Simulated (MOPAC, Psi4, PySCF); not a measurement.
Torsional profile of 4-tert-butylpyridine, SMILES CC(c1ccncc1)(C)C. Scanned: dihedral C1–C2–C5–C6; all other coordinates were relaxed at GFN2-xTB. Points at φ and −φ are mirror images. Heavy atoms are numbered in the order of the SMILES CC(C)(C)c1ccncc1, hydrogens after them in the order of the atoms that carry them; the mirror image has the same energies with the sign of each dihedral reversed.

Computed with: PM6, restricted, heats of formation // GFN2-xTB (MOPAC); RKS-M06-2X/6-31G* = restricted M06-2X/6-31G*, spherical d, density fitting // GFN2-xTB (PySCF); RKS-B3LYP/6-311+G** = restricted B3LYP/6-311+G**, spherical d, density fitting // GFN2-xTB in PySCF; PBE-D3(BJ)/def2-SVP // GFN2-xTB (Psi4).

Energies relative to the lowest point of each profile, in kJ/mol:

```tsv
φ / °	PM6	RKS-M06-2X/6-31G*	RKS-B3LYP/6-311+G**
-160	0.20	2.51	1.96
-120	0.01	0.00	0.03
-40	0.24	2.43	1.92
-20	0.21	2.15	1.71
40	0.24	2.43	1.92
60	0.00	0.02	0.00
80	0.21	2.46	1.83
100	0.23	2.10	1.58
120	0.01	0.00	0.03
140	0.25	2.07	1.62
160	0.20	2.51	1.96
180	0.00	0.02	0.01
```

Question: Estimate the PBE-D3(BJ)/def2-SVP values at these points.

Answer: -160: 1.81; -120: 0.02; -40: 1.74; -20: 1.56; 40: 1.74; 60: 0.01; 80: 1.76; 100: 1.54; 120: 0.02; 140: 1.49; 160: 1.81; 180: 0.00 (kJ/mol).
